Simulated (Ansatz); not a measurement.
Stepwise reaction of `CC1=CC(C(F)(F)F)=[O+][Ti-]([F])([F])([Cl])[O]1` with water, as a gas-phase model of exchange steps in deposition or etching. ΔE in kJ/mol.

Isolated molecules relaxed with PBE0-D4/def2-TZVP in Ansatz; ΔE leaves out vibrations. CBS: MP2 limit from def2 TZ/QZ plus the TZ coupled-cluster correction, frozen cores. This one scheme is used for every species. DFT in def2-TZVPP. B3LYP here is the variant with VWN-RPA as its local correlation; programs differ in this. For Ti outer-core shells are correlated without core-valence functions, which leaves a few kJ/mol of doubt a bond. Scalar relativity is left out up to krypton. One conformer a species, not always the lowest.

| step | reaction | PBE-D4 | B3LYP-D4 | ωB97M-V | CCSD(T)/CBS |
| --- | --- | --- | --- | --- | --- |
| 1 | `CC1=CC(C(F)(F)F)=[O+][Ti-]([F])([F])([Cl])[O]1` + H₂O → `CC1=CC(C(F)(F)F)=[O+][Ti-]([OH])([F])([Cl])[O]1` + H–F | 44.5 | 42.7 | 43.1 | 36.0 |
| 2 | `CC1=CC(C(F)(F)F)=[O+][Ti-]([OH])([F])([Cl])[O]1` + H₂O → `CC1=CC(C(F)(F)F)=[O+][Ti-]([OH])([OH])([Cl])[O]1` + H–F | 44.8 | 44.4 | 45.6 | 38.6 |

By hand: ΔE of the 2 steps together at CCSD(T)/CBS.

(36.0) + (38.6) = 74.6 kJ/mol, or 37.3 kJ/mol a step.

In ΔE the steps differ by no more than 2.6 kJ/mol. All are uphill at CCSD(T)/CBS. PBE-D4 differs from CCSD(T)/CBS by 6.2 to 8.5 kJ/mol a step. Isolated molecules leave out the surface, adducts and barriers. Largest T1 diagnostic: 0.021.
